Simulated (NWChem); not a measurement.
Species: RbF anion, doublet; SMILES of the neutral closed-shell parent [F][Rb]

All runs: NWChem. Spin-unrestricted. Sets without diffuse functions describe the anion's extra electron poorly. This spin state was assumed; another may lie lower. No stability test was run on the SCF state. The highest occupied level is positive in some or all of these runs, so the extra electron may be held by the finite basis. def2 effective core potentials on Rb; no spin-orbit coupling. B3LYP is NWChem's, with the RPA form of VWN correlation. Each level has its own optimisation; frequencies are unscaled.

```json
[
 {"level": "UHF/STO-3G (all-electron, non-relativistic)", "r F–Rb (Å)": "…", "highest harmonic frequency (cm⁻¹)": "…", "zero-point energy (kcal/mol)": "0.6"},
 {"level": "B3LYP/3-21G (all-electron, non-relativistic)", "r F–Rb (Å)": "2.525", "highest harmonic frequency (cm⁻¹)": "222", "zero-point energy (kcal/mol)": "0.3"},
 {"level": "B3LYP/def2-TZVP (core potentials)", "r F–Rb (Å)": "2.451", "highest harmonic frequency (cm⁻¹)": "300", "zero-point energy (kcal/mol)": "0.4"},
 {"level": "UHF/3-21G (all-electron, non-relativistic)", "r F–Rb (Å)": "2.442", "highest harmonic frequency (cm⁻¹)": "270", "zero-point energy (kcal/mol)": "0.4"},
 {"level": "B3LYP/def2-SVPD (core potentials)", "r F–Rb (Å)": "2.472", "highest harmonic frequency (cm⁻¹)": "283", "zero-point energy (kcal/mol)": "0.4"}
]
```

**Question.** Complete the blanks.

**Answer.** 
- UHF/STO-3G (all-electron, non-relativistic), r F–Rb (Å): 2.500
- UHF/STO-3G (all-electron, non-relativistic), highest harmonic frequency (cm⁻¹): 418
